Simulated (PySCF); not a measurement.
C₇H₈. Atoms are numbered in the order given.

```xyz
15

C      0.0000     0.0000    -1.5358
C     -1.1487     0.0000    -0.5497
C     -0.7740    -0.7566     0.7082
C     -0.7740     0.7566     0.7082
C      0.7740     0.7566     0.7082
C      0.7740    -0.7566     0.7082
C      1.1487     0.0000    -0.5497
H      0.0000     0.8971    -2.1790
H      0.0000    -0.8971    -2.1790
H     -2.1928     0.0000    -0.8759
H     -1.4327    -1.4530     1.2314
H     -1.4327     1.4530     1.2314
H      1.4327     1.4530     1.2314
H      1.4327    -1.4530     1.2314
H      2.1928     0.0000    -0.8759
```

The structure is a stationary point at r2SCAN-D4/def2-SVP. Other conformers were not sampled.

Computed with PBE0/pcSseg-1 in PySCF.

GIAO shieldings, no solvent; atoms alike by connectivity are averaged. δ = σ(ref) − σ: ¹³C against TMS (σ = 186.3 ppm); ¹H against TMS (σ = 31.56 ppm), references at their B3LYP-D3(BJ)/def2-TZVP geometries, non-relativistic.

| atoms | nucleus | count | δ (ppm) |
|---|---|---|---|
| C1 | ¹³C | 1 | [?] |
| C2, C7 | ¹³C | 2 | 27.5 |
| C3, C4, C5, C6 | ¹³C | 4 | [?] |
| H8, H9 | ¹H | 2 | 2.33 |
| H11, H12, H13, H14 | ¹H | 4 | 1.75 |
| H10, H15 | ¹H | 2 | [?] |

Task: Some entries are withheld; supply them. (Estimate from the structure and the level; the computed values follow.)

Result: 
- H10, H15, δ (ppm): 1.47
- C1, δ (ppm): 37.5
- C3, C4, C5, C6, δ (ppm): 19.4
